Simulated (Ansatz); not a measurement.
`O[SiH2]B(F)Br` + HCl → `FB(Cl)Br` + silanol at 600 K and 1 bar (cleavage of the B–Si bond).

Calculated with Ansatz (gas phase, PBE0-D4/def2-TZVP geometries, no zero-point term in ΔE). CBS: MP2 limit from def2 TZ/QZ plus the TZ coupled-cluster correction, frozen cores. This one scheme is used for every species. For Br outer-core shells are correlated without core-valence functions, which leaves a few kJ/mol of doubt a bond. Scalar relativity is left out up to krypton. One conformer a species, not always the lowest.

```tsv
species	CCSD(T)/CBS energy (Eh)	H − E (kJ/mol)	S (J/(mol·K))
`O[SiH2]B(F)Br`	-3064.09027	160.3	453.4
HCl	-460.38127	35.4	207.2
`FB(Cl)Br`	-3157.81685	57.1	351.8
`O[SiH3]`	-366.69042	135.7	307.9
```

H − E and S are ideal-gas, rigid-rotor, harmonic terms from PBE0-D4/def2-TZVP, for one conformer and one mirror image of each species. 1 Eh = 2625.50 kJ/mol, R = 8.31446 J/(mol·K).

Problem. By hand: ΔE, ΔH, ΔS and ΔG.

Solution. ΔE = (-3157.81685) + (-366.69042) − (-3064.09027) − (-460.38127) = -0.03573 Eh = -93.8 kJ/mol. Δ(H − E) = 57.1 + 135.7 − 160.3 − 35.4 = -2.9, so ΔH = -96.7 kJ/mol. ΔS = 351.8 + 307.9 − 453.4 − 207.2 = -0.9 J/(mol·K). ΔG = -96.7 − 600 × (-0.9)/1000 = -96.2 kJ/mol.

Problem. By hand: the equilibrium constant, and the temperature at which ΔG would vanish if ΔH and ΔS stayed fixed.

Solution. log₁₀ K = −ΔG/(RT ln 10) = 8.4. ΔG = 0 at ΔH/ΔS = 107444 K, far beyond where these terms or the molecules hold.

The number of gas molecules stays the same, so ΔS is small and ΔH decides. A doubt of 5 kJ/mol in ΔE shifts log₁₀ K by 0.4 here. Other conformers and mirror images would add mixing entropy, several J/(mol·K) or more a flexible species. Modes under 60 cm⁻¹, often nearly free rotors, make the harmonic entropy too high. These are equilibria of isolated gas molecules and say nothing of rates. Largest T1 diagnostic: 0.012 (customary marks: 0.02 for closed shells, 0.045 for open ones).
